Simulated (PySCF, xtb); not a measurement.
Al(CF3)(F)(OH) (CHAlF4O), SMILES [OH][Al]([F])[C](F)(F)F.

GFN2-xTB in xtb 6.7.1 at its own geometry gives an orbital gap of 3.94 eV and a dipole moment of 4.15 D.

The structure is a stationary point at PBE0-D3(BJ)/def2-SVP. One conformer was computed; it need not be the lowest.

Q: What does PBE/def2-TZVP run with PySCF give? (The exact figures need the calculation; the answer reports its results.)

A: gap 5.99 eV (levels -7.78 and -1.79 eV), dipole 2.44 D.
